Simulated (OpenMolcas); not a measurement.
# Lines of Sn: computed and rescaled rates

| Item | Value |
| --- | --- |
| Program | OpenMolcas 26.06 |
| Method | CASSCF |
| Basis | ANO-RCC-VTZP [7s6p4d2f1g] |
| Scalar Hamiltonian | DKH2, point nucleus |
| Active space | 4 electrons in 4 orbitals (5s 5p) |
| State averaging | 2S+1 = 3 even, 6 roots (3 in the spin-orbit step); 2S+1 = 1 even, 6 roots kept (CI in the orbitals of an earlier block); 2S+1 = 5 odd, 1 root; 2S+1 = 3 odd, 5 roots kept (CI in the orbitals of an earlier block) |
| Spin-orbit coupling | RASSI with atomic mean-field integrals over the reference wave functions, term energies averaged over their components |

Rates come from the transition moments of the reference wave functions (E1 and E2 in the length form). At fixed line strength A goes as λ^-3 for E1 and M1 and as λ^-5 for E2, so a rate at the computed wavelength can be rescaled to the measured one. Measured vacuum wavelengths follow from level energies in NIST Handbook of Basic Atomic Spectroscopic Data. Branching counts decays inside the model space alone, at computed energies, and the table is only a selection of the E2 and M1 lines, drawn from those between levels with measured partners whose computed energy lies within a factor of 1.5 of the measured one.

```
      Upper        Lower  Type  λ computed (nm)  λ measured (nm)  A computed (s-1)  A rescaled (s-1)  Branching %
5s2 5p2 1S0  5s2 5p2 3P1    M1            614.6            646.4          6.48e+00                           91.2
5s2 5p2 1D2  5s2 5p2 3P2    M1             1343             1929          6.17e-01                           59.1
5s2 5p2 1S0  5s2 5p2 1D2    E2             1411             1170          4.24e-01          1.08e+00          6.0
5s2 5p2 1D2  5s2 5p2 3P1    M1             1089             1445          4.01e-01                           38.4
5s2 5p2 1S0  5s2 5p2 3P2    E2            687.9            728.1          2.03e-01                            2.9
5s2 5p2 3P2  5s2 5p2 3P1    M1             5764             5761          6.80e-02          6.81e-02         99.3
5s2 5p2 3P1  5s2 5p2 3P0    M1             6653             5911          5.96e-02          8.50e-02        100.0
5s2 5p2 1D2  5s2 5p2 3P2    E2             1343             1929          1.56e-02                            1.5
5s2 5p2 1D2  5s2 5p2 3P1    E2             1089             1445          6.59e-03                            0.6
5s2 5p2 3P2  5s2 5p2 3P0    E2             3088             2917          4.46e-04          5.93e-04          0.7
```

Spin-changing lines and M1 lines between different terms are not rescaled, since their strength hangs on the term gaps too.

The largest correction is for 5s2 5p2 1S0 → 5s2 5p2 1D2 (E2): 4.24e-01 × (1411 / 1170)^5 = 1.08e+00 s-1, a factor of 2.55.

No measured rate stands beside these. Rescaling mends the energy factor alone: line strengths can still be far off where a level mixes with configurations outside the active space, and weak or spin-changing lines hang on small mixing coefficients that depend on the term gaps too, so rescaling need not improve them.

Some high roots are left out of the spin-orbit mixing, which shifts the levels that they would mix with. Terms from blocks run as CI alone lack orbitals of their own. Computed and measured levels are paired by configuration, term and J; levels that our copy of the source lacks, or whose pairing is in doubt (as where it misses far off the trend of its configuration), stay unpaired. Levels of configurations outside the active space are missing.
